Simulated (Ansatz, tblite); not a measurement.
Removing an electron: Sn₂₄AsH₃₄⁻. The state is a singlet with charge -1. Geometry: r2SCAN-D4/def2-SVP. Ansatz, gas phase; energy differences of separate SCF runs; the oxidised species was run as a doublet alone.

```xyz
59

Sn    1.555    4.264    2.240
Sn   -2.740    3.729    0.250
Sn    0.514   -0.219   -5.418
Sn   -3.318    1.333   -3.745
As    0.365    1.943   -1.541
Sn    2.199   -0.670    0.481
Sn   -0.124    0.020    1.978
Sn   -0.772   -1.944   -1.370
Sn    3.567    0.908    4.362
Sn    1.860   -3.380    3.861
Sn   -4.571   -0.357    0.147
Sn   -2.314   -4.290    2.189
Sn    1.650    4.028   -0.570
Sn    1.673    1.787   -3.820
Sn    4.390    0.667    1.697
Sn   -1.797    3.229   -2.330
Sn    1.029    1.927    3.735
Sn   -2.644    1.203    1.477
Sn   -1.926    0.955   -6.151
Sn    0.071   -2.636   -4.015
Sn   -3.354   -1.077   -2.274
Sn    2.732   -3.336    1.200
Sn   -0.715   -2.335    3.455
Sn   -1.878   -4.478   -0.597
Sn    3.369   -1.655    5.481
H     3.089    4.915    2.711
H     0.409    5.497    2.619
H    -4.365    4.310    0.320
H    -1.766    4.916    1.040
H     1.516   -0.326   -6.833
H    -4.878    2.036   -4.033
H     2.287   -0.413   -1.219
H     4.561    1.927    5.347
H     1.900   -4.971    4.542
H    -5.998    0.623    0.092
H    -4.964   -1.698    1.162
H    -3.940   -3.902    2.629
H    -1.959   -5.737    3.077
H     1.068    5.497   -1.275
H     3.304    3.879   -1.043
H     1.689    3.328   -4.611
H     3.315    1.452   -3.397
H     4.679    2.250    1.066
H     5.876   -0.198    1.508
H    -1.412    4.660   -3.227
H     0.087    2.390    5.111
H    -3.103    1.433    3.139
H    -1.706    2.454   -6.986
H    -2.831   -0.047   -7.231
H    -0.948   -3.517   -5.112
H     1.598   -3.454   -4.134
H    -4.473   -2.091   -3.136
H     1.815   -4.474    0.289
H     4.396   -3.726    0.974
H    -1.387   -1.855    4.980
H    -0.838   -5.862   -0.711
H    -3.402   -5.056   -1.199
H     4.946   -2.297    5.788
H     2.610   -1.557    7.031
```

In the def2 sets Sn takes a core potential; there is no spin–orbit coupling. The xTB rows come from tblite. Single mean-field runs in def2-TZVP are fitted with def2-universal-jkfit.

```csv
level,−HOMO (eV),vertical IE (eV),−LUMO (eV),HOMO–LUMO gap (eV)
PBE-D4/def2-TZVP,2.84,4.21,0.92,1.91
r2SCAN-D4/def2-TZVP,2.96,4.23,0.78,2.18
PBE0-D4/def2-TZVP,3.48,4.32,0.24,3.24
```

**Question.** Estimate the rows for GFN1-xTB, GFN2-xTB.

**Answer.** 
```
   level  −HOMO (eV)  vertical IE (eV)  −LUMO (eV)  HOMO–LUMO gap (eV)
GFN1-xTB        7.95              9.14        6.33                1.62
GFN2-xTB        8.51              9.64        7.46                1.04
```

 Raw xTB energy differences between charge states are shifted by several eV; the methods need an empirical correction for them.
